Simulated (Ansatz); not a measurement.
`OC(O)(F)O[SiH3]` at its PBE0-D4/def2-TZVP geometry, where that method's forces vanish. Charge 0, multiplicity 1.

| atom | x (Å) | y (Å) | z (Å) |
| --- | --- | --- | --- |
| O1 | 1.0654 | -0.0544 | 0.9736 |
| C2 | -0.3083 | 0.0634 | 0.9273 |
| O3 | -0.8049 | 1.0004 | 1.7910 |
| F4 | -0.8550 | -1.1145 | 1.3404 |
| O5 | -0.6687 | 0.3275 | -0.3517 |
| Si6 | 0.0917 | -0.3279 | -1.6905 |
| H7 | 1.3180 | -0.2690 | 1.8780 |
| H8 | -0.6642 | 1.8643 | 1.3910 |
| H9 | 0.3102 | -1.7812 | -1.5084 |
| H10 | 1.3756 | 0.3615 | -1.9563 |
| H11 | -0.8597 | -0.0702 | -2.7943 |

(1) For each bond, give half the difference of the two atoms' forces along it (eV/Å; positive pushes the atoms apart) under PBE-D4, r2SCAN-D4, B3LYP-D4, ωB97M-V in def2-TZVPP. (Best estimate.)

Answers

(1) The calculation gave: 
```
   bond  length (Å)  PBE-D4  r2SCAN-D4  B3LYP-D4  ωB97M-V
  O1–C2       1.379    0.30       0.17      0.21     0.12
  O1–H7       0.963    0.33       0.00     -0.07    -0.08
  C2–O3       1.368    0.30       0.14      0.14     0.10
  C2–F4       1.363    0.58       0.26      0.29     0.09
  C2–O5       1.355    0.26       0.13      0.08     0.08
  O3–H8       0.962    0.33       0.00     -0.05    -0.08
 O5–Si6       1.673    0.14      -0.06      0.07     0.10
 Si6–H9       1.481    0.03      -0.02     -0.07    -0.12
Si6–H10       1.481    0.03      -0.02     -0.08    -0.13
Si6–H11       1.480    0.05      -0.03     -0.12    -0.13
```

B3LYP here is the variant with VWN-RPA as its local correlation; programs differ in this.

Program: Ansatz 0.2.0.
